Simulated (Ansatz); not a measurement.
A nudged elastic band was laid between two geometries of AlFH3NO + H2 (9 atoms, charge 0, multiplicity 1).

Computed with RHF/def2-SVP (Ansatz).

* movable images: 9
* climbing image: yes
* spring: 5.0 eV/Å²
* optimiser: quadratic models (default)
* start path: through a guess of the saddle point
* force threshold: 0.05 eV/Å
* iteration limit: 60
* end points: relaxed

First end point:

```xyz
9
Properties=species:S:1:pos:R:3
Al 0.139 -0.376 -0.136
F 0.172 -0.822 1.456
N 1.652 -0.172 -0.992
H 2.562 -0.284 -0.590
H 1.728 0.086 -1.956
O -1.339 -0.179 -0.905
H -2.219 -0.262 -0.585
H -0.156 2.370 1.165
H -0.078 1.876 1.721
```

Last end point:

```xyz
9
Properties=species:S:1:pos:R:3
Al 0.233 0.810 -0.146
F 0.183 0.132 1.845
N 1.572 0.044 -1.016
H 1.640 -0.926 -1.257
H 2.417 0.515 -1.278
O -1.252 -0.102 0.007
H -1.918 -0.350 -0.608
H 0.214 2.371 0.036
H -0.629 -0.256 1.597
```

Which bonds break or form, and what moves?

Bonds broken: H8–H9. Bonds formed: Al1–H8, F2–H9. AlFH3NO + H2 becomes AlFH5NO.

What energy profile does the band end with?

The forces met the threshold. The highest image is number 6 of 0 to 10, 1.86 eV above the first end and 0.75 eV above the last; the last end lies 1.11 eV above the first. The profile has 2 maxima (images 3, 6) with wells between them (image 4): this band takes more than one step, which may be the mechanism or a detour left from its start path. Neighbouring images differ by up to 1.6 eV, so the band resolves the path poorly. A vibrational analysis at the climbing image gives one clearly imaginary mode, 1303i cm⁻¹: a first-order saddle point. The orbitals stay closed-shell, which can raise the energy where a bond breaks towards radicals; this wasn't checked here.

| image | path coordinate (Å) | energy (eV) | H8–H9 (Å) | Al1–H8 (Å) | F2–H9 (Å) |
| --- | --- | --- | --- | --- | --- |
| 0 | 0.00 | 0.00 | 0.75 | 3.05 | 2.72 |
| 1 | 0.80 | 0.01 | 0.75 | 2.75 | 3.12 |
| 2 | 1.60 | 0.12 | 0.75 | 2.52 | 2.96 |
| 3 | 2.40 | 0.28 | 0.75 | 2.41 | 2.72 |
| 4 | 3.20 | 0.21 | 0.75 | 2.50 | 2.63 |
| 5 | 4.00 | 0.24 | 0.75 | 2.19 | 1.95 |
| 6 | 4.81 | 1.86 | 1.12 | 1.73 | 1.08 |
| 7 | 5.74 | 1.40 | 2.18 | 1.60 | 0.91 |
| 8 | 6.67 | 1.37 | 2.47 | 1.58 | 0.91 |
| 9 | 7.60 | 1.29 | 3.01 | 1.57 | 0.91 |
| 10 | 8.53 | 1.11 | 3.17 | 1.57 | 0.93 |

What is the geometry of the highest image?


```xyz
9
Properties=species:S:1:pos:R:3
Al 0.080 0.267 -0.127
F 0.139 0.074 1.753
N 1.623 0.037 -0.940
H 1.743 -0.567 -1.731
H 2.493 0.475 -0.711
O -1.323 -0.421 -0.752
H -2.194 -0.565 -0.435
H -0.100 1.819 0.627
H 0.000 1.117 1.495
```

The band took 25 iterations and roughly 3 core-minutes.

The run took 3.3 min on 1 thread of Arm Neoverse V2 (shared host), peak memory 0.15 GiB.
